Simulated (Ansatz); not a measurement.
Species: CH$_{7}$ClFNSi$_{2}$ (charge 0, singlet). 
Structure (B3LYP-D3(BJ)/def2-TZVP (Ansatz, a first-principles code) minimum search):
SMILES: C[Si](F)(Cl)N[SiH3]
```xyz
13

C      1.6431    -0.8764    -0.8361
Si     0.4500     0.3091    -0.0759
F      0.3339     1.5711    -1.0558
Cl     1.1698     1.0542     1.7073
N     -1.0821    -0.3650     0.2468
Si    -2.0484    -1.4274    -0.7291
H      1.2654    -1.2439    -1.7919
H      2.6002    -0.3850    -1.0154
H      1.8088    -1.7302    -0.1784
H     -1.5203    -0.0228     1.0921
H     -1.2794    -1.7027    -1.9615
H     -2.3256    -2.7026    -0.0268
H     -3.3464    -0.8065    -1.0807
```

Quantity: vertical triplet-singlet gap (E(triplet) - E(singlet); each state is the SCF solution reached for its spin), in kJ/mol. Cores are frozen in the correlated levels unless marked. UHF or UKS for open shells. Spin-orbit coupling is left out. No relativistic terms. Basis-set limits of correlation are two-point, X^-3; Hartree-Fock from the larger set. The bracket is a focal-point correction in the basis named.

RI-MP2/CBS(aug-cc-pV(T+d)Z,aug-cc-pV(Q+d)Z)+[CCSD(T)-MP2]/aug-cc-pV(T+d)Z (Ansatz) gives 636.4 kJ/mol.

Task: Another calculation gave 623.2 kJ/mol. Which level was it?
A) wB97M-V/def2-TZVPD (Ansatz)
B) B2PLYP/def2-TZVPD (Ansatz)
C) r2SCAN/def2-TZVPD (Ansatz)
D) B3LYP/def2-TZVPD (Ansatz)

Result: B, B2PLYP/def2-TZVPD (Ansatz). The others give 637.1 (wB97M-V), 577.5 (r2SCAN), 594.2 (B3LYP) kJ/mol.
